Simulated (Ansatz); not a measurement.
`ClB1CCO1` + `[CH3][Ge][Br]` → `BrB1CCO1` + `[CH3][Ge][Cl]`  (redistribution)

Program: Ansatz. Geometries: PBE0-D4/def2-TZVP. ΔE: electronic, gas phase. CBS: MP2 limit from def2 TZ/QZ plus the TZ coupled-cluster correction, frozen cores. DFT in def2-TZVPP. For Br, Ge outer-core shells are correlated without core-valence functions, which leaves a few kJ/mol of doubt a bond. Scalar relativity is left out up to krypton.

| level | ΔE (kJ/mol) |
| --- | --- |
| PBE0-D4 | 21.9 |
| B2PLYP | 20.6 |
| PBE | 21.7 |
| MP2/def2-TZVPP | 17.3 |
| SCS-MP2/def2-TZVPP | 17.4 |
| CCSD/def2-TZVPP | 18.5 |
| SCS-MP2/def2-QZVPP | 16.9 |
| CCSD/CBS(def2) | 18.0 |

Task: What does CCSD(T)/CBS give? (An estimate is asked.)

Result: The calculation gave: +17.7 kJ/mol. The listed levels differ from it by 4.2, 2.9, 4.0, -0.4, -0.3, 0.8, -0.8, 0.3 kJ/mol.

Largest T1 diagnostic among the species: 0.013.

In def2-TZVPP, CCSD(T) changes the Hartree–Fock value by −4.8 kJ/mol (the triples alone add −0.3 kJ/mol) and MP2 by −5.6 kJ/mol.
